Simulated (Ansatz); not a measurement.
A run on C4H4F4, SMILES `F[C@H]1[C@H](F)[C@@H](F)[C@@H]1F` with other settings.

```yaml
crystal:
  periodic: [false, false, false]
  atoms:
    - {symbol: F, position_ang: [0.191339, 0.165740, -2.252354]}
    - {symbol: C, position_ang: [0.256716, -0.327451, -0.984464]}
    - {symbol: C, position_ang: [-1.015196, -0.281608, -0.142832]}
    - {symbol: F, position_ang: [-1.770643, -1.413196, -0.080698]}
    - {symbol: C, position_ang: [-0.136483, 0.047342, 1.060441]}
    - {symbol: F, position_ang: [-0.620329, 0.939432, 1.968808]}
    - {symbol: C, position_ang: [0.920630, 0.543264, 0.078209]}
    - {symbol: F, position_ang: [2.225332, 0.289539, 0.375577]}
    - {symbol: H, position_ang: [0.687243, -1.332670, -1.003737]}
    - {symbol: H, position_ang: [-1.647499, 0.566696, -0.419880]}
    - {symbol: H, position_ang: [0.191192, -0.859833, 1.576047]}
    - {symbol: H, position_ang: [0.794700, 1.607344, -0.141019]}
basis:
  gaussian: {orbitals: "6-31G*"}
magnetization: {spin_polarized: false, initial_magnetization: 2}
hamiltonian: {xc: {name: RPBE}, dispersion: d4}
```

```sh
$ ansatz run in.yaml --threads 4 --pin off --events-out ev --progress --plain --max-ram 11315MiB
```

Output, abridged:

```
Functional definition: RPBE
1340 factors; their error is unknown
mean field evaluation 1: about -15067.2703 eV, gradient 3.9e1 eV
mean field evaluation 2: about -15064.4903 eV, gradient 4.9e1 eV
mean field evaluation 4: about -15070.7880 eV, gradient 4.0e0 eV
mean field evaluation 8: about -15070.7083 eV, gradient 5.2e-1 eV
mean field evaluation 16: about -15070.7088 eV, gradient 9.4e-4 eV
mean field -15070.70883170 eV, -553.8383342716 hartree, gradient 2.7e-5 eV, S^2 2.000000; 8 other end points of the search recorded, 0 dependent functions left out
reference -15070.70885309 eV, -553.8383350576 hartree; 33, 31 occupied and 95, 97 virtual orbitals, 1340 factors
Total energy: -15071.66324992 eV, -553.8734084944 hartree
```

Run time 15 s (4 threads of an Arm Neoverse V2 on a shared host); peak host memory 0.35 GiB.
